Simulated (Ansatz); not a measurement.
B2H5NSi, SMILES `BN1B[SiH2]1`, relaxed with RKS PBE-D4/def2-SVP in the Gaussian-basis code of Ansatz from a rough embedded geometry. The force threshold is 0.03 eV/Å; the program also tests the step.

Charge 0, multiplicity 1.

Start:

```xyz
9

B    -1.054    0.507   -0.794
N     0.074    0.844    0.071
B     1.224   -0.035   -0.380
Si    0.268   -0.414    1.239
H    -2.208    0.587   -0.387
H    -0.998    0.528   -2.017
H     2.138   -0.288   -1.166
H     1.094   -0.120    2.398
H    -0.538   -1.609    1.036
```

| step | energy (eV) | largest force (eV/Å) | largest move (Å) |
| --- | --- | --- | --- |
| 1 | -10786.9539 | 2.836 | 0.000 |
| 2 | -10787.7304 | 2.057 | 0.196 |
| 3 | -10788.0584 | 1.376 | 0.200 |
| 4 | -10788.2632 | 0.600 | 0.192 |
| 5 | -10788.3929 | 0.256 | 0.200 |
| 6 | -10788.4797 | 0.218 | 0.200 |
| 7 | -10788.5353 | 0.120 | 0.200 |
| 8 | -10788.5446 | 0.105 | 0.129 |
| 9 (rejected) | -10788.5354 | 0.255 | 0.106 |
| 10 | -10788.5471 | 0.027 | 0.034 |

End:

```xyz
9

B    -1.134    0.717   -0.944
N    -0.048    0.125   -0.220
B     1.295   -0.247   -0.435
Si    0.556   -0.665    1.321
H    -2.247    0.750   -0.451
H    -0.914    1.178   -2.051
H     2.064   -0.195   -1.365
H     0.571    0.286    2.481
H    -0.143   -1.949    1.666
```

Run time 16 s (2 threads of an Arm Neoverse V2 on a shared host); peak host memory 0.13 GiB.
